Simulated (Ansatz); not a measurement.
Relaxation of CH8AlNSi2 (13 atoms, charge 0, multiplicity 1), to a largest force component of 0.02 eV/Å in at most 50 steps.

The calculation used RKS r2SCANh/6-31G* (Ansatz 0.2.0).

```xyz
13
Properties=species:S:1:pos:R:3
Al -1.785 1.704 -0.082
Si -0.896 -0.421 -0.018
C 0.513 -0.522 1.138
Si 1.716 -0.838 -0.316
N 0.217 -0.733 -1.415
H -1.384 2.864 0.972
H -2.875 2.118 -1.219
H -1.796 -1.515 0.159
H 0.481 -1.377 1.879
H 0.773 0.445 1.670
H 2.177 -2.213 -0.284
H 2.614 0.253 -0.535
H 0.265 0.201 -1.934
```

Question: Where does it end, and by what steps?

Answer: The run converged. The force dipped under the threshold on the way, but the program's further checks kept it going. After 18 steps the energy has fallen by 1.128 eV; H6 moved furthest, 0.87 Å.

```tsv
step	energy less start (eV)	largest force component (eV/Å)	accepted
0	0.0000	3.715	yes
1	-0.6692	1.377	yes
2	-0.8680	1.137	yes
3	-0.9850	0.853	yes
4	-1.0727	0.364	yes
5	-1.1158	0.186	yes
6	-1.1209	0.105	yes
7	-1.1219	0.166	yes
8	-1.1256	0.036	yes
9	-1.1263	0.023	yes
10	-1.1264	0.141	yes
11	-1.1270	0.037	yes
12	-1.1272	0.018	yes
13	-1.1275	0.028	yes
14	-1.1275	0.040	yes
15	-1.1277	0.029	yes
16	-1.1278	0.014	yes
17	-1.1279	0.009	yes
18	-1.1280	0.013	yes
```

```xyz
13
Properties=species:S:1:pos:R:3
Al -1.979 1.900 -0.029
Si -0.830 -0.280 0.023
C 0.653 -0.513 1.208
Si 1.695 -0.835 -0.338
N 0.283 -0.558 -1.314
H -2.191 2.773 1.292
H -2.511 2.507 -1.408
H -1.827 -1.390 0.208
H 0.553 -1.360 1.892
H 0.944 0.370 1.783
H 2.283 -2.205 -0.433
H 2.814 0.129 -0.560
H 0.132 -0.573 -2.311
```

Run time: 2.1 min on 2 threads of Arm Neoverse V2, with other jobs on the host, peak memory 0.27 GiB.
